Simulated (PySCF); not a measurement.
# Static response to an electric field

Species: C7H10N2Si.
Cartesian coordinates in Å at the PBE0-D3(BJ)/def2-SVP level; atoms count from 1:
```
atom  x, y, z in Å
C1    -1.1032   -0.2404    3.4825
C2    -1.3082    0.0183    2.3113
Si3   -1.6494    0.3971    0.5514
C4    -2.9567   -0.7268   -0.1510
N5    -0.1342    0.1392   -0.3415
C6     0.0296   -0.4502   -1.5705
N7     1.2683   -0.4325   -1.9800
C8     1.9818    0.1982   -0.9884
C9     3.4540    0.3953   -1.0888
C10    1.1322    0.5597    0.0291
H11   -0.9174   -0.4727    4.5167
H12   -2.0397    1.8311    0.4509
H13   -3.1854   -0.4722   -1.1970
H14   -3.8837   -0.6234    0.4331
H15   -2.6329   -1.7773   -0.1028
H16   -0.8085   -0.8807   -2.1200
H17    3.7141    0.8965   -2.0336
H18    3.8345    1.0020   -0.2553
H19    3.9818   -0.5717   -1.0810
H20    1.3164    1.0573    0.9789
```

Level: wB97X-D/def2-SVPD (PySCF), static field, nuclei fixed, core orbitals frozen in the response. The polarisability tensor in these axes (au):

```
x   132.92   5.07  -8.12
y     5.07  89.03   4.92
z    -8.12   4.92 131.04
```

Task: What are the eigenvalues, a third of the trace, and Δα (Δα² = ½Σ(αi − αj)² over the three pairs)?

Result: Principal values 87.65, 125.17 and 140.16 au; mean 117.66 au = 17.44 Å³ = 19.40 × 10⁻⁴⁰ C²·m²/J; Δα = 46.85 au (40 % of the mean).

Task: What is the dipole moment, and where does it point?

Result: (-2.43, 0.24, 2.80) D, 3.72 D in size, pointing from the negative to the positive side. Measured along this direction, the outermost atoms are H17 at the negative end and H11 at the positive end.

Task: In a dilute gas of rigid molecules at 350 K, how does the orientational term μ²/3kT compare with the electronic polarisability?

Result: In Gaussian units μ²/3kT = 95.52 Å³ against 17.44 Å³, a ratio of 5.48; the Debye molar polarisation (4π/3)N_A(α + μ²/3kT) is 284.9 cm³/mol, leaving out the vibrational part.

Task: Give the principal axes and the span of the nuclei along them.

Result: Largest value along (0.75, 0.01, -0.66), where the nuclei span 7.82 Å; middle along (0.65, 0.19, 0.74), 5.68 Å; least along (-0.13, 0.98, -0.14), 3.39 Å. The response follows the extents in order.

Task: Traceless (Buckingham) quadrupole moment about the centre of nuclear charge: eigenvalues?

Result: -11.40, -0.01, 11.41 D·Å. The values depend on the origin, since the dipole doesn't vanish. The electronic extent ⟨r²⟩ about the same centre is 2026 bohr², a root-mean-square distance of 2.66 Å for the 80 electrons.

Task: In TDDFT the mean static polarisability is Σ f/ω² over all singlet excitations (ω in hartree). How much of it do the 10 lowest give? Their energies (eV) and oscillator strengths: 5.93, 0.0349; 5.97, 0.0060; 6.00, 0.0049; 6.27, 0.0009; 6.30, 0.0051; 6.36, 0.0621; 6.50, 0.0016; 6.76, 0.0110; 6.92, 0.0112; 7.31, 0.0197.

Result: They add up to 2.86 au, 2.4 % of the 117.66 au; the largest single term is 1.14 au, from the state at 6.36 eV. Terms in order: 0.74, 0.12, 0.10, 0.02, 0.10, 1.14, 0.03, 0.18, 0.17, 0.27 au. Higher excitations give the rest. The strengths listed sum to 0.157.

Task: Estimate the molar refractivity from the static electronic polarisability.

Result: Lorentz–Lorenz: R = (4π/3)N_A α = 2.5225 cm³/(mol·Å³) × 17.44 Å³ = 44.0 cm³/mol, in the limit of long wavelengths.

The structure is a single PBE0-D3(BJ)/def2-SVP conformer in the gas phase; no vibrational or solvent corrections.
